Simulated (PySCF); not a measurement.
A ladder of Hamiltonians for Co⁹⁺ (cobalt, charge +9)

Occupied: 1s1/2, 2s1/2, 2p1/2, 2p3/2, 3s1/2, 3p1/2, 3p3/2. Hartree-Fock calculated with PySCF 2.14 in an uncontracted even-tempered set (19 s from 0.22 bohr⁻², ratio 2.7; 13 p from 0.27 bohr⁻², ratio 2.7), Gaussian nucleus throughout. NR is non-relativistic, sf-X2C the spin-free one-electron X2C Hamiltonian, X2C adds the bare one-electron spin-orbit term, X2C-SNSO screens it by Boettger's factors, DC is four-component Dirac-Coulomb, and the Gaunt and Breit terms are added at first order (total energies over the DC spinors, levels after relaxing the spinors in that mean field). QED terms are absent. Levels marked empty are virtual spinors of this ion; the basis has s and p functions only, so 3d, which can lie below the n = 4 levels, is absent.

| level (eV) | NR | sf-X2C | X2C | X2C-SNSO |
| --- | --- | --- | --- | --- |
| 1s1/2 | -7926.9 | -8000.4 | -8000.3 | -8000.3 |
| 2s1/2 | -1178.2 | -1194.1 | -1194.1 | -1194.1 |
| 2p1/2 | -1048.6 | -1051.3 | -1062.4 | -1061.5 |
| 2p3/2 | -1048.6 | -1051.3 | -1045.9 | -1046.3 |
| 3s1/2 | -320.23 | -323.33 | -323.33 | -323.33 |
| 3p1/2 | -275.20 | -275.82 | -277.67 | -277.53 |
| 3p3/2 | -275.20 | -275.82 | -274.92 | -274.98 |
| 4s1/2 (empty) | -117.49 | -118.27 | -118.27 | -118.27 |
| 4p1/2 (empty) | -105.12 | -105.32 | -105.74 | -105.71 |
| 4p3/2 (empty) | -105.12 | -105.32 | -105.11 | -105.13 |

Question: Where do the four-component calculations put these levels?

Answer: 1s1/2: DC -8003.9, DC+Gaunt -7994.9, DC+Breit -7995.4; 2s1/2: DC -1194.4, DC+Gaunt -1193.8, DC+Breit -1193.8; 2p1/2: DC -1061.6, DC+Gaunt -1060.4, DC+Breit -1060.6; 2p3/2: DC -1046.5, DC+Gaunt -1045.8, DC+Breit -1045.9; 3s1/2: DC -323.38, DC+Gaunt -323.29, DC+Breit -323.29; 3p1/2: DC -277.53, DC+Gaunt -277.36, DC+Breit -277.38; 3p3/2: DC -275.01, DC+Gaunt -274.91, DC+Breit -274.93; 4s1/2 (empty): DC -118.28, DC+Gaunt -118.26, DC+Breit -118.26; 4p1/2 (empty): DC -105.71, DC+Gaunt -105.67, DC+Breit -105.67; 4p3/2 (empty): DC -105.14, DC+Gaunt -105.11, DC+Breit -105.12 (eV).

```
Hamiltonian  E (hartree)  E − E(DC) (hartree)  CPU seconds
         NR   -1353.5946              10.8051         0.46
     sf-X2C   -1364.1790               0.2207         0.27
        X2C   -1364.2107               0.1890          0.4
   X2C-SNSO   -1364.2062               0.1936          0.4
         DC   -1364.3997               0.0000           14
   DC+Gaunt   -1363.8141               0.5856           28
   DC+Breit   -1363.8661               0.5337           81
```

Weight of the small component: 1s1/2 0.00945, 2s1/2 0.00178, 2p1/2 0.00175, 2p3/2 0.00172, 3s1/2 0.000463, 3p1/2 0.000429, 3p3/2 0.000424, 4s1/2 0.000146, 4p1/2 0.000133, 4p3/2 0.000132.

Koopmans' value for the highest occupied level at DC+Breit: 274.93 eV, against an ionisation energy of 275.4 ± 0.4 eV (semi-empirical (NIST evaluation); NIST Atomic Spectra Database, ionization energies); the former lacks relaxation, correlation, QED and recoil.

The whole ladder took 130 s of wall time on 1 thread of Neoverse-N1 (shared host), launched as `OMP_NUM_THREADS=1 python relrun2.py TASK.json OUT` (a driver that calls PySCF for each Hamiltonian).
